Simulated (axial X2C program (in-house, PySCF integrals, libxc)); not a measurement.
**TaAs at several levels of theory**

All values were computed with an axial X2C code built on PySCF integrals. Spin-free means the one-electron spin-free X2C Hamiltonian; two-component (2c) means X2C with spin–orbit coupling and atomic mean-field two-electron Coulomb and Gaunt terms, so the difference of the two also holds small scalar two-electron terms. Basis: Ta dyall-cv3z [13s14p9d7f4g], As dyall-cv3z [9s9p6d4f1g] (cores contracted in-house); Gaussian nuclei, density fitting, unrestricted open shells. Masses: Ta 180.948 u, As 74.922 u.

Input:
```json
{"zs": [73, 33], "q": 0, "bas": ["dyall-cv3z", "dyall-cv3z"], "levels": ["PBE0", "HF", "LDA"], "cc": true, "r0": 2.67, "thr": -1.0, "nmax": 90, "npts": 10, "nst": 2, "ntry": 6}
```
```bash
python so2c.py task.json out
```

Keys: zs atomic numbers; q charge; bas basis sets; levels methods; cc coupled cluster on or off; r0 starting distance in Å; thr threshold in hartree for freezing inner shells (an s shell follows its p shell); nmax most natural virtual spinors; npts points on the curve; nst determinants followed; ntry starts of the search. HF also brings MP2.

State, spin-free: M_S = 1, Λ = 2 (beyond evenly filled blocks: σα, δ+α); electrons by block: σα: 21, σβ: 20, π+α: 11, π+β: 11, π-α: 11, π-β: 11, δ+α: 5, δ+β: 4, δ-α: 4, δ-β: 4, φ+α: 1, φ+β: 1, φ-α: 1, φ-β: 1. Fragments: Ta + As.

State, 2c: Ω = 1 (⟨Sz⟩ = -0.98, ⟨Lz⟩ = 1.98 at PBE0); electrons by block: 1/2: 31, -1/2: 32, 3/2: 16, -3/2: 15, 5/2: 5, -5/2: 5, 7/2: 1, -7/2: 1. Fragments: Ta + As.

```tsv
Hamiltonian	level	Re (Å)	ωe (cm⁻¹)	ωexe (cm⁻¹)	De (eV)	D0 (eV)	μ (D)
spin-free	PBE0	2.245	342.2	1.32	3.58	3.56	-4.45
spin-free	HF	2.556	185.1	n/a	1.21	1.20	-4.09
spin-free	CCSD	2.262	328.7	1.22	2.60	2.58	n/a
spin-free	CCSD(T)	2.254	342.2	0.99	2.86	2.84	n/a
spin-free	LDA	2.231	359.4	0.659	5.11	5.09	-3.62
2c	PBE0	2.248	338.8	1.3	n/a	n/a	-4.48
2c	HF	2.562	184.8	n/a	n/a	n/a	-3.99
2c	LDA	2.233	356.7	0.671	n/a	n/a	-3.64
```

Correlated methods: 10 electrons correlated (number of frozen shells: Ta 5 s, 4 p, 2 d, 1 f; As 3 s, 2 p, 1 d), 350 virtual spin orbitals or spinors in MP2, 90 natural virtuals in coupled cluster.

Dipoles are positive if As is the positive end.

The state is a single determinant with fixed occupations, the lowest that a limited PBE0 search found. De is counted from the lowest determinant-based energies of the atoms at the same level, without counterpoise correction. De is not given where an atomic determinant may have missed its ground term or J level, or where the truncated virtual space spoils (T). Density functionals use the spin component along the axis (collinear). Coupled cluster ran in a truncated set of natural virtual spinors; the MP2 energy of the rest was added. (T) has no such correction and the atoms are truncated less, which lowers De at CCSD(T) by a hundredth of an eV or more. Other states lie close and PBE0, whose exact exchange favours high spin, may order them wrongly; the determinant shown need not be the ground state. The nearest other spin-free determinant of the search, M_S = 0, Λ = 0, lies 0.22 eV up at the distance of the search. The functionals have no current-density term, which raises determinants with orbital currents, atoms included. With several unpaired electrons one determinant need not be a pure state. The outer-core s and p shells of the metal are frozen in the correlated rows, which leaves out core–valence correlation; for alkali and alkaline-earth bonds that tends to lengthen them. The determinant is spin-polarised beyond a pure state at some levels (its spin-free form has ⟨S²⟩ too high), which makes Re and μ there less reliable. The T1 diagnostic is large, a sign of multireference character. With the outer-core shells frozen, correlated bond lengths of heavy atoms tend to come out a few hundredths of an ångström too long.

No reliable constants came from CCSD (2c), CCSD(T) (2c), MP2 (2c), MP2 (spin-free): no minimum in range, unconverged points, a curve that is not smooth, a change of character along it, or the two Hamiltonians disagreeing along it.

Rough cost a point (2c) on 1 thread(s) of a shared host, integrals apart: PBE0 3 s, HF 4 s, LDA 0.8 s.

The whole task took 7.2 min on 1 thread of Arm Neoverse V1, with other jobs on the host.
